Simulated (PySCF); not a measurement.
# Cost of excited-state runs on SMILES C=C1C[C@@H]1CNC=O, C₆H₉NO

Geometry:
```csv
atom,x (Å),y (Å),z (Å)
C1,-2.663,-0.060,1.040
C2,-1.709,-0.164,0.153
C3,-0.952,-0.982,-0.794
C4,-0.607,0.483,-0.570
C5,0.675,0.814,0.167
N6,1.840,0.634,-0.677
C7,2.662,-0.424,-0.547
O8,2.578,-1.274,0.303
H9,-3.293,-0.897,1.293
H10,-2.862,0.868,1.553
H11,-0.265,-1.719,-0.403
H12,-1.414,-1.269,-1.728
H13,-0.857,1.183,-1.361
H14,0.799,0.137,1.015
H15,0.651,1.846,0.531
H16,1.950,1.258,-1.460
H17,3.460,-0.422,-1.314
```

PySCF with density fitting, on 1 thread of an Arm Neoverse V2, shared host. Command: `OMP_NUM_THREADS=1 python excited_run.py task.json out`

Task: How long does this run take, and how much memory?
- magnetisability and related constants, B97-2/pcSseg-1; isotopologues

Result: 
| run | level | basis functions | wall time | peak memory (GiB) |
| --- | --- | --- | --- | --- |
| magnetisability and related constants | B97-2/pcSseg-1 | 181 | 22 s | 0.8 |

Times from a shared host are rough.
